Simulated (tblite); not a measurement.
Species: C8H9N3.
Bonds: C1–C2, C2–N3 (aromatic), N3–N4 (aromatic), N4–N5 (aromatic), N5–C6 (aromatic), C6–C7, C6–C8 (aromatic), C8–C9 (aromatic), C9–C10 (aromatic), C10–C11 (aromatic), C2–C11 (aromatic), N5–C11 (aromatic). Hydrogens: H12, H13, H14 on C1; H15, H16, H17 on C7; H18 on C8; H19 on C9; H20 on C10.

Structure optimised with GFN2-xTB, isolated species.

**Question.** What internal coordinates does the optimisation give?

**Answer.** 
```json
{"bond": "C1–C2", "length (Å)": "1.484"}
{"bond": "C2–N3", "length (Å)": "1.334"}
{"bond": "N3–N4", "length (Å)": "1.292"}
{"bond": "N4–N5", "length (Å)": "1.327"}
{"bond": "N5–C6", "length (Å)": "1.361"}
{"bond": "C6–C7", "length (Å)": "1.488"}
{"bond": "C6–C8", "length (Å)": "1.363"}
{"bond": "C8–C9", "length (Å)": "1.414"}
{"bond": "C9–C10", "length (Å)": "1.364"}
{"bond": "C10–C11", "length (Å)": "1.402"}
{"bond": "C2–C11", "length (Å)": "1.402"}
{"bond": "N5–C11", "length (Å)": "1.384"}
{"bond": "C1–H12, C1–H13, C1–H14", "length (Å)": "1.089"}
{"bond": "C7–H15, C7–H16, C7–H17", "length (Å)": "1.088"}
{"bond": "C8–H18", "length (Å)": "1.078"}
{"bond": "C9–H19", "length (Å)": "1.079"}
{"bond": "C10–H20", "length (Å)": "1.078"}
```

Bonds in one row agree within 0.01 Å and their mean is given. A selection of angles:
```json
{"angle": "C1–C2–N3", "degrees": "123.2"}
{"angle": "C1–C2–C11", "degrees": "129.0"}
{"angle": "N3–C2–C11", "degrees": "107.7"}
{"angle": "C2–N3–N4", "degrees": "110.8"}
{"angle": "N3–N4–N5", "degrees": "108.2"}
{"angle": "N4–N5–C6", "degrees": "126.5"}
{"angle": "N4–N5–C11", "degrees": "110.2"}
{"angle": "C6–N5–C11", "degrees": "123.2"}
{"angle": "N5–C6–C7", "degrees": "116.5"}
{"angle": "N5–C6–C8", "degrees": "117.4"}
{"angle": "C7–C6–C8", "degrees": "126.1"}
{"angle": "C6–C8–C9", "degrees": "121.4"}
{"angle": "C8–C9–C10", "degrees": "120.5"}
{"angle": "C9–C10–C11", "degrees": "118.4"}
{"angle": "C2–C11–C10", "degrees": "137.8"}
{"angle": "C2–C11–N5", "degrees": "103.0"}
{"angle": "N5–C11–C10", "degrees": "119.1"}
```

Of the pairs four or more bonds apart, N4···H17 is among the closest relative to their van der Waals radii: 2.77 Å, 101 % of the sum of Bondi's values. The N–N distances run from 1.292 Å (N3–N4, aromatic) to 1.327 Å (N4–N5, aromatic), a spread of 0.035 Å. N4 (pyridine-type nitrogen) is bent (angle 108.2°). The C–C distances run from 1.363 Å (C6–C8, aromatic) to 1.488 Å (C6–C7, drawn single), a spread of 0.125 Å. The C–N distances run from 1.334 Å (C2–N3, aromatic) to 1.384 Å (N5–C11, aromatic), a spread of 0.050 Å. The 5-membered ring C2–N3–N4–N5–C11 has internal angles of 103.0° to 110.8°; it is planar, 0.00 Å rms from its mean plane, widest ring torsion 0°. The 11 heavy atoms lie in one plane (0.000 Å rms).

Point group: Cs (every atom within 0.08 Å of its image). Its GFN2-xTB frequencies are all real (lowest 79 cm⁻¹).

All values are computed, not measured.
